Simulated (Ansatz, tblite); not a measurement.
Removing and adding an electron: the cluster Li6Si (the lowest singlet isomer of a short search). The state is a singlet with charge 0. Geometry: B3LYP-D4/def2-TZVP. Ansatz, gas phase; energy differences of separate SCF runs; the oxidised species was run as a doublet alone; the reduced species was run as a doublet alone.

```xyz
7

Li    1.533    0.810   -0.826
Li    0.947   -0.423    1.622
Li    2.942   -1.919   -0.261
Li   -2.572    0.173    1.338
Li   -0.369   -1.233   -0.720
Li   -1.884    1.609   -1.508
Si   -0.597    0.983    0.355
```

The xTB rows come from tblite. Correlated methods freeze 5 core orbitals; core or outer-core shells of Li are correlated, in sets that lack core-valence functions. In CCSD on the charge 1 doublet the largest single amplitude is 0.16, so its Hartree–Fock determinant may place the open shell otherwise than the density functionals do. The structure comes from a short search, and lower isomers may exist.

**Question.** Estimate orbital energies and vertical ionisation energies and electron affinities at: GFN1-xTB; GFN2-xTB; PBE-D4/def2-TZVP; PBE-D4/def2-TZVPD; r2SCAN-D4/def2-TZVP; r2SCAN-D4/def2-TZVPD; PBE0-D4/def2-TZVP; PBE0-D4/def2-TZVPD; CCSD/def2-TZVPP; CCSD(T)/def2-TZVPP.

**Answer.** 
```
               level  −HOMO (eV)  vertical IE (eV)  −LUMO (eV)  vertical EA (eV)  HOMO–LUMO gap (eV)  IE − EA (eV)                                                                                                            remarks
            GFN1-xTB        9.59             11.39        8.74              7.01                0.86          4.39                                                                                                                  –
            GFN2-xTB        5.78              7.70        4.88              3.17                0.90          4.53                                                                                                                  –
    PBE-D4/def2-TZVP        2.79              4.44        1.80                 –                1.00             –                                                                            restricted SCF unstable in HF (singlet)
   PBE-D4/def2-TZVPD        2.79                 –        1.81              0.71                0.98             –                                              HOMO above zero (-1 doublet), restricted SCF unstable in HF (singlet)
 r2SCAN-D4/def2-TZVP        2.78              4.28        1.54                 –                1.24             –                                                                            restricted SCF unstable in HF (singlet)
r2SCAN-D4/def2-TZVPD        2.77                 –        1.54              0.69                1.23             –  HOMO above zero (-1 doublet), restricted SCF unstable in HF (singlet), spin-contaminated (⟨S²⟩ 1.01) (-1 doublet)
   PBE0-D4/def2-TZVP        3.28              4.37        1.28                 –                2.00             –                                                                            restricted SCF unstable in HF (singlet)
  PBE0-D4/def2-TZVPD        3.27                 –        1.31              0.63                1.97             –                                              HOMO above zero (-1 doublet), restricted SCF unstable in HF (singlet)
     CCSD/def2-TZVPP           –              4.32           –                 –                   –             –       large T1 (0.056) (+1 doublet), restricted SCF unstable (singlet), spin-contaminated (⟨S²⟩ 1.10) (+1 doublet)
  CCSD(T)/def2-TZVPP           –              4.47           –                 –                   –             –       large T1 (0.056) (+1 doublet), restricted SCF unstable (singlet), spin-contaminated (⟨S²⟩ 1.10) (+1 doublet)
```

Relaxing the reduced species (B3LYP-D4/def2-TZVPD) changes its energy by -0.03 eV at PBE-D4/def2-TZVPD, so the adiabatic electron affinity to this nearest minimum is 0.74 eV. On the way Li4–Li5 forms and Li4–Li6 forms and Li5–Li6 forms. At PBE0-D4/def2-TZVPD it is 0.69 eV. The highest occupied level of the relaxed charge -1 doublet lies above zero (up to 0.35 eV). By energy differences its removal costs 0.74 eV (each at its own geometry, to the charge 0 singlet, at PBE-D4/def2-TZVPD); the vertical value is larger still, so the positive level points to self-interaction error.  Run but left out: HF/def2-TZVPP, HF/def2-TZVPD (singlet: restricted singlet, unstable towards broken spin symmetry); MP2/def2-TZVPP (charge +1 doublet: ⟨S²⟩ 1.10, where a pure state has 0.75); MP2/def2-TZVPD, CCSD/def2-TZVPD, CCSD(T)/def2-TZVPD (charge -1 doublet: ⟨S²⟩ 1.71, where a pure state has 0.75).   A HOMO above zero means that the electron is unbound at that level or that self-interaction error raises the level; the energy of removing that electron tells which. Raw xTB energy differences between charge states are shifted by several eV; the methods need an empirical correction for them.
